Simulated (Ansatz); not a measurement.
Input file for Ansatz (a first-principles code): R-MP2/aug-cc-pVTZ on GeH4O (SMILES [OH][GeH3]), atoms moved off the minimum. The run froze 15 orbitals, filled d shells among them.

Ansatz 0.2 input:
```yaml
crystal:
  periodic: [false, false, false]
  atoms:
    - {symbol: Ge, position_ang: [-0.31033227, 0.00338500, -0.07360875]}
    - {symbol: O, position_ang: [1.51605947, -0.43908310, -0.46866040]}
    - {symbol: H, position_ang: [-0.67284829, -0.27376383, 1.38016238]}
    - {symbol: H, position_ang: [-1.34432452, -0.87782271, -0.88706350]}
    - {symbol: H, position_ang: [-0.62576753, 1.54901665, -0.13765011]}
    - {symbol: H, position_ang: [1.87819547, 0.11998876, 0.20910646]}
basis:
  gaussian:
    orbitals: aug-cc-pVTZ
magnetization: {spin_polarized: false}
correlation: {method: mp2, electrons: outside_noble_gas}
scf: {lower_state_search: off}
output: {forces: true}
```

The log:

```
WARN ansatz: RAYON_NUM_THREADS=1 ignored (pool sized by the plan → 1); use --threads N
Functional definition: HF
these checks for a lower state are left out or cut short: starts, cluster_reference, orbital_swaps, neighbouring_geometries, increment
integrals: 0.33 GiB planned
1145 factors; integrals over basis functions are off by at most 1.2e-3 eV
mean field: 0.56 GiB planned
mean field evaluation 1: about -58572.9790 eV, gradient 3.7e1 eV
mean field evaluation 2: about -58573.0125 eV, gradient 3.7e1 eV
mean field evaluation 4: about -58575.7464 eV, gradient 2.3e0 eV
mean field evaluation 8: about -58575.7747 eV, gradient 1.0e-1 eV
mean field -58575.77473143 eV, -2152.6200172938 hartree, gradient 1.3e-6 eV, S^2 0.000000; 0 other end points of the search recorded, 0 dependent functions left out
15 core orbitals not correlated
reference -58575.77473143 eV, -2152.6200172938 hartree; 7, 7 occupied and 175, 175 virtual orbitals, 1145 factors
densities: 0.53 GiB planned
second order -10.63734496 eV of doubles, -0.00000000 eV of singles
the calculation of the forces begins
mean field evaluation 16: about -58575.7747 eV, gradient 1.3e-6 eV
Total energy: -58586.41207638 eV, -2153.0109325107 hartree
Atom 0 at    -0.310332     0.003385    -0.073609 Å, force     0.227504    -0.329054    -0.596792 eV/Å
Atom 1 at     1.516059    -0.439083    -0.468660 Å, force    -2.972257     0.296537     0.037728 eV/Å
Atom 2 at    -0.672848    -0.273764     1.380162 Å, force     0.341563    -0.316757     0.434620 eV/Å
Atom 3 at    -1.344325    -0.877823    -0.887064 Å, force     0.870849     0.507576     0.036584 eV/Å
Atom 4 at    -0.625768     1.549017    -0.137650 Å, force     0.414125    -0.574446    -0.473714 eV/Å
Atom 5 at     1.878195     0.119989     0.209106 Å, force     1.118216     0.416144     0.561574 eV/Å
Dipole moment:    -0.185183     0.210750     0.198409 e Å
Checks for a lower state left out: starts, cluster_reference, orbital_swaps, neighbouring_geometries, increment
```

Self-consistency was reached.

Cost: roughly 9 core-seconds.
